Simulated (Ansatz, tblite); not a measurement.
Removing and adding an electron: `Sc1ccc(Sc2ccccc2)cc1`. Total charge 0; singlet. Geometry: PBE-D4/def2-SVP. Ansatz, gas phase; energy differences of separate SCF runs; the oxidised species was run as a doublet alone; the reduced species was run as a doublet alone.

The xTB rows come from tblite. B3LYP takes the VWN-RPA correlation.

```csv
level,−HOMO (eV),vertical IE (eV),−LUMO (eV),vertical EA (eV),HOMO–LUMO gap (eV),IE − EA (eV),remarks
GFN2-xTB,9.85,12.01,6.92,4.74,2.92,7.27,–
PBE-D4/def2-TZVP,4.98,7.08,1.79,-0.12,3.19,7.20,HOMO above zero (-1 doublet)
PBE0-D4/def2-TZVP,5.93,7.36,0.97,-0.32,4.96,7.68,HOMO above zero (-1 doublet)
```

Estimate the rows for GFN1-xTB, B3LYP-D4/def2-TZVP.


```tsv
level	−HOMO (eV)	vertical IE (eV)	−LUMO (eV)	vertical EA (eV)	HOMO–LUMO gap (eV)	IE − EA (eV)	remarks
GFN1-xTB	10.58	12.88	7.40	5.20	3.18	7.68	–
B3LYP-D4/def2-TZVP	5.72	7.33	1.12	-0.27	4.60	7.60	HOMO above zero (-1 doublet)
```

Relaxing the reduced species (PBE-D4/def2-SVP) changes its energy by -0.29 eV at PBE-D4/def2-TZVP, so the adiabatic electron affinity to this nearest minimum is 0.17 eV. At PBE0-D4/def2-TZVP it is 0.00 eV. The highest occupied level of the relaxed charge -1 doublet lies above zero (up to 1.55 eV). By energy differences its removal costs 0.17 eV (each at its own geometry, to the charge 0 singlet, at PBE-D4/def2-TZVP); self-interaction error and the lack of diffuse functions both raise the level.     A HOMO above zero means that the electron is unbound at that level or that self-interaction error raises the level; the energy of removing that electron tells which. Raw xTB energy differences between charge states are shifted by several eV; the methods need an empirical correction for them. Sets without diffuse functions give affinities that are too small. A negative affinity means that the extra electron isn't bound; its size then hangs on the basis.
